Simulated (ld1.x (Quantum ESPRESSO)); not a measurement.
Results of a calculation; reference values are marked as such.
## Pseudopotentials across the periodic table

Generated with ld1.x 7.5 (TM, RRKJ, ultrasoft, PAW), atompaw 4.2 or ONCVPSP 4.0.1. The cutoff is in Ry: for ld1.x and atompaw files where the sum of valence levels is converged to 10 mRy in a Bessel basis, for ONCV files where the hardest occupied wave has 1 mHa per electron of residual kinetic energy. The error is the largest all-electron minus pseudo excitation energy over each file’s own four to seven test configurations (ionisations up to +4, promotions, holes and added fractions of an electron), all of which were solved. The labels leave out finer settings (local radius, basis sizes, second energies), which also bear on the numbers. Spin-polarised tests are not counted. The rows are a selection from randomly drawn settings: files with unsolved tests, undetermined cutoffs or missed reference levels are left out.

```tsv
element	potential	cutoff (Ry)	largest error (meV)	bound ghosts
Cu	PAW, LDA (PZ), scalar-relativistic, rc 1.90/1.35/1.40 (spd), local smoothed, core correction yes, reference 3p6 3d10 4s0 4p0	70	-272	none
Mo	TM, PBE, scalar-relativistic, rc 1.74/1.60/1.70 (spd), local s, core correction yes, reference 4s2 4p6 4d3 5s0 5p0	50	+1604	none
Sn	TM semilocal, LDA (PZ), scalar-relativistic, rc 1.70/2.80 (sp), local s, core correction no, reference 5s2 5p2	25	+289	none
```

Problem. Fill in the row for K: PAW, LDA (PZ), scalar-relativistic, rc 2.30/2.10/2.10 (spd), local smoothed, core correction yes, reference 3s2 3p6 4s1 4p0.

Solution. cutoff 18 Ry, largest error -11 meV, bound ghosts: none.

Problem. Fill in the row for Re: TM, LDA (PZ), fully relativistic, rc 2.60/3.75/1.40/3.05 (spdf), local smoothed, core correction yes, reference 5d5 6s2 6p0.

Solution. cutoff 35 Ry, largest error -189 meV, bound ghosts: none.
